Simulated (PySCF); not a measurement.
B(Cl)2(Me) (CH3BCl2), SMILES CB(Cl)Cl.

Geometry: ωB97X-D3(BJ)/def2-SVP.

Method: ωB97X-D3(BJ)/def2-SVP in PySCF.

Frequencies are harmonic and unscaled.

Computed normal modes with their intensities:
| mode | ν (cm⁻¹) | IR (km/mol) | Raman (Å⁴/amu) | depolarisation | moving atoms (share of kinetic energy) |
|---|---|---|---|---|---|
| 1 | 48 | 0.3 | 0.3 | 0.75 | H 97 % |
| 2 | 278 | 2.0 | 2.8 | 0.69 | Cl 75 %, C 12 %, B 9 % |
| 3 | 286 | 0.0 | 0.9 | 0.75 | Cl 35 %, C 32 %, H 30 % |
| 4 | 395 | 1.6 | 0.7 | 0.71 | B 61 %, H 32 % |
| 5 | 556 | 12.0 | 7.6 | 0.10 | Cl 48 %, C 34 %, H 10 % |
| 6 | 803 | 67.0 | 1.3 | 0.75 | H 51 %, B 22 %, C 14 %, Cl 12 % |
| 7 | 838 | 23.1 | 0.6 | 0.75 | H 56 %, B 25 %, C 19 % |
| 8 | 1066 | 337.7 | 0.6 | 0.75 | B 62 %, H 23 %, C 10 % |
| 9 | 1120 | 113.1 | 0.8 | 0.11 | B 63 %, H 28 % |
| 10 | 1348 | 111.1 | 5.2 | 0.73 | H 62 %, C 29 %, B 9 % |
| 11 | 1429 | 0.6 | 16.1 | 0.75 | H 96 % |
| 12 | 1449 | 9.5 | 10.6 | 0.73 | H 93 % |
| 13 | 3064 | 0.4 | 130.0 | 0.02 | H 96 % |
| 14 | 3154 | 2.7 | 76.8 | 0.63 | H 91 %, C 9 % |
| 15 | 3196 | 2.8 | 69.8 | 0.75 | H 90 %, C 10 % |
